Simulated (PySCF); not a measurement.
CH6ClFSi3, SMILES F[Si@]1(Cl)C[SiH2][SiH2]1. Geometry optimised at PBE0-D3(BJ)/def2-SVP. The structure was generated by enumeration; whether it is a known compound was not checked.

Computed equilibrium geometry at PBE0-D3(BJ)/def2-SVP (PySCF confirms it by a frequency run) as bond lengths and angles:
Atoms: F1 Si2 Cl3 C4 Si5 Si6 H7 H8 H9 H10 H11 H12. Bonded distances (Å): F1–Si2 1.627, Si2–Cl3 2.063, Si2–C4 1.876, Si2–Si6 2.345, C4–Si5 1.916, C4–H7 1.101, C4–H8 1.104, Si5–Si6 2.367, Si5–H9 1.493, Si5–H10 1.494, Si6–H11 1.491, Si6–H12 1.495. Bond angles (°): F1–Si2–Cl3 106.9, F1–Si2–C4 109.1, F1–Si2–Si6 110.6, Cl3–Si2–C4 114.9, Cl3–Si2–Si6 122.4, C4–Si2–Si6 92.0, Si2–C4–Si5 97.2, Si2–C4–H7 116.2, Si2–C4–H8 109.0, Si5–C4–H7 116.7, Si5–C4–H8 108.8, H7–C4–H8 108.3, C4–Si5–Si6 90.3, C4–Si5–H9 114.0, C4–Si5–H10 111.1, Si6–Si5–H9 118.7, Si6–Si5–H10 111.5, H9–Si5–H10 110.0, Si2–Si6–Si5 74.3, Si2–Si6–H11 120.2, Si2–Si6–H12 112.7, Si5–Si6–H11 121.1, Si5–Si6–H12 112.9, H11–Si6–H12 111.1.
Charge 0, spin multiplicity 1.
